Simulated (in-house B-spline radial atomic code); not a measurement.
Inner levels of rhenium as electrons are removed. A shift is the extra binding of the orbital against the neutral atom ([Xe] 4f14 5d5 6s2). Computed with a radial B-spline atomic code at the basis-set limit: non-relativistic Hartree-Fock, average of the configuration, point nuclei.

This level leaves out relativity, spin-orbit splitting included, which matters for heavy ions.

| ion | configuration | shift of 1s (eV) | radius of 1s (bohr) | Σ<r²> (bohr²) | change of density at nucleus (bohr⁻³) |
| --- | --- | --- | --- | --- | --- |
| Re66+ | [He] 2s2 2p5 | 6076.66 | 0.020166 | 0.047122 | -6502.85 |
| Re67+ | [He] 2s2 2p4 | 6522.64 | 0.020155 | 0.040738 | -6059.61 |
| Re68+ | [He] 2s2 2p3 | ? | ? | ? | ? |
| Re69+ | [He] 2s2 2p2 | 7426.89 | 0.020132 | 0.028409 | -5157.01 |
| Re70+ | [He] 2s2 2p1 | 7885.15 | 0.02012 | 0.022455 | -4697.59 |
| Re71+ | [He] 2s2 | ? | ? | ? | ? |
| Re72+ | [He] 2s1 | 8744.19 | 0.020106 | 0.0087984 | -19941.8 |
| Re73+ | 1s2 | 9143.48 | 0.020101 | 0.0010781 | -35917.2 |
| Re74+ | 1s1 | 10414.5 | 0.02 | 0.00053333 | -167821 |

Q: Fill in the row of Re68+.

A: shift of 1s (eV): 6972.72; radius of 1s (bohr): 0.020143; Σ<r²> (bohr²): 0.034502; change of density at nucleus (bohr⁻³): -5611.01.

Q: Fill in the row of Re71+.

A: shift of 1s (eV): 8347.48; radius of 1s (bohr): 0.020108; Σ<r²> (bohr²): 0.016637; change of density at nucleus (bohr⁻³): -4232.77.
